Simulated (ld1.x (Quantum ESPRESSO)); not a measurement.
## technetium, TM: configuration errors across variants

```
Element                 : Tc (Z = 43)
Generator               : ld1.x (Quantum ESPRESSO) 7.5
Type                    : norm-conserving Troullier–Martins (Kleinman–Bylander form)
Functional              : PBE
Relativity              : fully relativistic
Frozen core             : [Ar] 3d10 4s2
Valence charge          : 13
Reference configuration : 4p6 4d5 5s2 5p0
Partial waves           : 5s (bound): rc 2.00 bohr; 4p (bound): rc 1.35 bohr; 4d (bound): rc 1.25 bohr
Local potential         : the d channel
Core correction         : none
```

Open shells are filled in proportion to 2j + 1 (rel_dist='average').

All-electron excitation energies from the reference (eV): (1) 4p6 4d5 5s1 5p0 8.154; (2) 4p6 4d5 5s0 5p0 23.005; (3) 4p6 4d4 5s0 5p0 51.708; (4) 4p6 4d5 5s0 5p1 12.731; (5) 4p6 4d3 5s0 5p0 93.737; (6) 4p5 4d5 5s2 5p0 51.553; (7) 4p6 4d6 5s1 5p0 -0.939.

4 further variants failed, have other tests or another functional or relativity, and are left out.

A true bound ghost makes a file unfit for plane-wave use even where its test errors are small: the radial tests pick states by their node count and pass the ghost by.

Errors AE − PS in meV (a dash: test not solved or not reliable):

| change | (1) | (2) | (3) | (4) | (5) | (6) | (7) | bound ghosts |
| --- | --- | --- | --- | --- | --- | --- | --- | --- |
| base | +0.1 | -0.4 | +43 | +2.2 | +91 | -4.1 | -12 | s |
| wave 4d (bound): rc 1.25 bohr becomes 4d (bound): rc 1.08 bohr | +1.0 | -0.6 | +45 | +7.8 | +97 | +74 | -9.5 | s |
| wave 5s (bound): rc 2.00 bohr becomes 5s (bound): rc 2.06 bohr | -0.3 | -3.3 | +48 | -0.3 | +109 | -4.1 | -14 | s |

Q: Give the same row for: local potential the s channel.

A: +1.3, -3.6, -63, -834, -291, +27, -40; bound ghosts: none.
